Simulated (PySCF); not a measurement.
Job file and geometry (Å, from GFN2-xTB) of an NMR shielding run on `C1C(P(CSC)C[SiH3])C1`, C6H15PSSi, GIAO PBE0/pcSseg-1 NMR shielding, non-relativistic, gas phase in PySCF 2.14.0, density-fitted response routines; density fitting, a coarse starting grid and PySCF grid level 2 are the driver's defaults:

```
$ OMP_NUM_THREADS=1 python probes_run.py task.json out

{"job": {"kind": "nmr", "xc": "PBE0", "basis": "pcSseg-1"}, "charge": 0, "multiplicity": 1}
C      3.303994     0.877263     2.677821
S      1.923082     1.605735     1.750602
C      1.084939     0.065354     1.259120
P     -0.587094     0.452591     0.521157
C     -0.004050     1.274718    -1.025416
Si    -1.427590     1.617951    -2.241964
C     -0.889444    -1.232403    -0.142657
C     -2.310104    -1.649126    -0.394617
C     -1.559669    -2.235332     0.753516
H      2.918883     0.328670     3.533135
H      3.874501     0.221745     2.025381
H      3.925378     1.700614     3.013052
H      1.720490    -0.472229     0.548150
H      0.939091    -0.540427     2.156939
H      0.777898     0.666108    -1.487112
H      0.449392     2.219825    -0.717496
H     -1.941359     0.356508    -2.781975
H     -2.496419     2.335212    -1.549159
H     -0.892531     2.424431    -3.342457
H     -0.134541    -1.602447    -0.832238
H     -2.514698    -2.272784    -1.252369
H     -3.092251    -0.936213    -0.178156
H     -1.834101    -1.918628     1.749550
H     -1.245531    -3.267371     0.696113
```

Task: What does the program print?

Result: 
```
coarse grid: 20688 points
cycle   1  E = -1265.8035004217  dE =  8.055e-01  |g| = 4.229e-01  |ddm| = 4.469e+00
cycle   2  E = -1265.7986662714  dE =  4.834e-03  |g| = 4.531e-01  |ddm| = 8.420e-01
cycle   3  E = -1265.8514120109  dE = -5.275e-02  |g| = 5.283e-02  |ddm| = 4.446e-01
cycle   4  E = -1265.8520449208  dE = -6.329e-04  |g| = 2.268e-02  |ddm| = 9.571e-02
cycle   5  E = -1265.8521745423  dE = -1.296e-04  |g| = 5.743e-03  |ddm| = 3.218e-02
cycle   6  E = -1265.8521818330  dE = -7.291e-06  |g| = 1.876e-03  |ddm| = 7.086e-03
final grid: 183432 points
cycle   7  E = -1265.9097101339  dE = -5.092e-05  |g| = 1.196e-02  |ddm| = 4.999e-02
cycle   8  E = -1265.9096880575  dE =  2.208e-05  |g| = 1.521e-02  |ddm| = 2.386e-02
cycle   9  E = -1265.9097456219  dE = -5.756e-05  |g| = 8.643e-04  |ddm| = 1.447e-02
cycle  10  E = -1265.9097458074  dE = -1.855e-07  |g| = 3.274e-04  |ddm| = 1.510e-03
cycle  11  E = -1265.9097458335  dE = -2.615e-08  |g| = 7.993e-05  |ddm| = 3.526e-04
cycle  12  E = -1265.9097458351  dE = -1.591e-09  |g| = 2.320e-05  |ddm| = 1.250e-04
cycle  13  E = -1265.9097458353  dE = -1.328e-10  |g| = 6.378e-06  |ddm| = 2.959e-05
converged SCF energy = -1265.9097458353

GIAO shielding tensors (ppm)
atom      isotropic    diamagn.    paramagn.     s11        s22        s33       span
  0 C      162.599     250.888     -88.289    145.272    156.457    186.069     40.798
  1 S      571.289    1058.677    -487.388    442.176    485.643    786.049    343.873
  2 C      139.562     258.042    -118.480    112.241    142.813    163.633     51.391
  3 P      349.528     968.218    -618.690    307.007    356.950    384.626     77.619
  4 C      174.056     258.872     -84.816    161.356    170.397    190.414     29.058
  5 Si     424.958     880.051    -455.093    400.671    408.359    465.845     65.174
  6 C      170.182     252.970     -82.788    140.487    149.572    220.488     80.001
  7 C      178.786     255.438     -76.653    148.969    177.140    210.248     61.279
  8 C      182.288     254.950     -72.662    151.326    180.123    215.415     64.089
  9 H       29.487      29.697      -0.210     24.150     27.572     36.740     12.590
 10 H       29.575      30.347      -0.772     24.261     27.711     36.754     12.494
 11 H       29.672      28.036       1.636     24.342     26.164     38.509     14.167
 12 H       29.150      35.956      -6.806     24.333     30.376     32.741      8.408
 13 H       29.046      35.589      -6.543     22.763     31.185     33.191     10.428
 14 H       30.980      34.654      -3.674     26.997     30.067     35.875      8.878
 15 H       30.455      32.718      -2.263     23.014     31.302     37.050     14.036
 16 H       27.660      29.949      -2.289     22.871     28.335     31.774      8.902
 17 H       27.827      29.251      -1.424     24.517     25.933     33.031      8.513
 18 H       27.572      28.443      -0.871     23.598     25.035     34.083     10.485
 19 H       31.412      34.947      -3.535     25.370     29.695     39.172     13.802
 20 H       30.933      31.280      -0.347     25.684     25.886     41.229     15.545
 21 H       31.317      32.553      -1.236     25.898     28.691     39.361     13.463
 22 H       31.420      32.573      -1.153     25.505     28.849     39.906     14.401
 23 H       31.003      31.313      -0.310     25.370     26.016     41.624     16.253
```

Size and cost of the density-fitted run: 249 basis functions, 49 s wall time on 1 thread of an Arm Neoverse V2, shared host; peak memory 1.2 GiB.
